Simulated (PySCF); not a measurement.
An unknown gives this computed stick spectrum. Method: PySCF, TDDFT wB97X-D/def2-SVPD, vertical, gas phase, core orbitals frozen in the response. Geometries: GFN2-xTB, one conformer each.

```csv
state,E (eV),λ (nm),f
S1,4.71,263.0,0.366
S2,4.83,256.6,0.0004
S3,4.87,254.5,0.0001
S4,5.99,207.0,0.0004
S5,6.07,204.1,0.052
S6,6.38,194.2,0.0000
S7,7.03,176.3,0.018
S8,7.12,174.2,0.0051
```

Question: Which candidate is it? All have the formula C6H5FSi.
A. `C#CC1=C[SiH2]C=C1F`
B. `C#CC1=CC(F)=C[SiH2]1`
C. `C#C/C=C(\C#C)[SiH2]F`

Answer: C. Its S1, at 4.71 eV, is the highest among the candidates; the nearest of the others has S1 at 4.21 eV. S1 is HOMO→LUMO (93%). Löwdin shares by element: HOMO carbon 67% or more (atoms not listed hold the other 33%); LUMO carbon 68% or more (atoms not listed hold the other 31%). At the same level the other candidates give, for their lowest levels:
- `C#CC1=C[SiH2]C=C1F`: 4.21 eV (f 0.041); 5.05 eV (f 0.001); 5.62 eV (f 0.238); 6.02 eV (f 0.000); 6.20 eV (f 0.004); T1 2.55 eV; HOMO -8.65, LUMO -0.36 eV
- `C#CC1=CC(F)=C[SiH2]1`: 3.94 eV (f 0.184); 4.52 eV (f 0.000); 5.93 eV (f 0.068); 5.97 eV (f 0.000); 6.24 eV (f 0.002); T1 2.32 eV; HOMO -8.40, LUMO -0.50 eV

The values belong to the conformer `[CH:1]#[C:2]/[CH:3]=[C:4](\[C:5]#[CH:6])[SiH2:7][F:8]`: C3–C4–Si7–F8 0°.
Triplets come from the Tamm–Dancoff approximation.
